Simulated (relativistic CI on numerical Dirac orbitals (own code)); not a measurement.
A reference radial Dirac CI calculation of S IV gave the lowest total energy -396.05116 Ha in 20 SCF steps, from this input:

```
atom S  Z=16  charge=3  electrons=13
nucleus A=32  rms_radius_fm=3.2611
hamiltonian dirac-coulomb  breit=on  qed=on  c_scale=1
orbitals kli  potential=per-configuration
slater_scale 1
correlation none
mixing on
grid step=0.0125 r_max=25.7
scf mixing=0.4 start=green max_iterations=150 tolerance=2e-08 node_fill=0.05
configurations
  [Ne] 3s2 3p
  [Ne] 3s 3p2
end
```

One setting was then changed, and the output read:

```
SCF 1: [Ne] 3s2 3p
 iter      energy (Ha)   residual   last orbital (Ha)
    1      -390.992495   1.50e+00     -2.47307
    2      -394.158492   7.03e-01     -2.00869
    3      -395.081653   3.88e-02     -1.70434
    4      -395.082745   1.30e-02     -1.71396
    5      -395.083185   5.17e-04     -1.70678
    6      -395.083186   9.67e-05     -1.70735
    7      -395.083187   4.43e-06     -1.70748
    8      -395.083187   1.56e-06     -1.70748
    9      -395.083187   7.48e-07     -1.70748
   10      -395.083187   1.61e-09     -1.70748
SCF 2: [Ne] 3s 3p2
 iter      energy (Ha)   residual   last orbital (Ha)
    1      -390.500817   1.52e+00     -2.47307
    2      -393.746235   7.04e-01     -1.98990
    3      -394.666812   3.94e-02     -1.67922
    4      -394.667830   1.52e-02     -1.69283
    5      -394.668413   3.93e-04     -1.68820
    6      -394.668417   1.96e-04     -1.68874
    7      -394.668418   1.44e-06     -1.68890
    8      -394.668418   5.74e-07     -1.68890
    9      -394.668418   1.08e-08     -1.68890
orbital energies (Ha): 1s -89.9080  2s -9.6177  2p1/2 -7.6279  2p3/2 -7.6274  3s -2.1387  3p1/2 -1.7075  3p3/2 -1.7075
configuration averages (Ha): Dirac-Coulomb, Breit, QED
  3s2 3p                        -395.083187    0.000869    0.049564
  3s 3p2                        -394.668418    0.000868    0.049343
levels: no., configuration, term, J, E (cm-1), weight
   1 3s2 3p                 2P*  1/2              0.0  1.00
   2 3s2 3p                 2P*  3/2              9.8  1.00
   3 3s 3p2                 4P   1/2          56120.8  1.00
   4 3s 3p2                 4P   3/2          56124.2  1.00
   5 3s 3p2                 4P   5/2          56129.8  1.00
   6 3s 3p2                 2D   3/2          98266.6  1.00
   7 3s 3p2                 2D   5/2          98267.0  1.00
   8 3s 3p2                 2S   1/2         120104.4  1.00
   9 3s 3p2                 2P   1/2         138868.4  1.00
  10 3s 3p2                 2P   3/2         138874.9  1.00
lowest total energy -395.032784 Ha
end: converged
```

**Question.** Which setting was changed?
A. SCF mixing
B. node fill of the KLI weights
C. end of the grid
D. speed of light

**Answer.** D. The speed of light × 10.
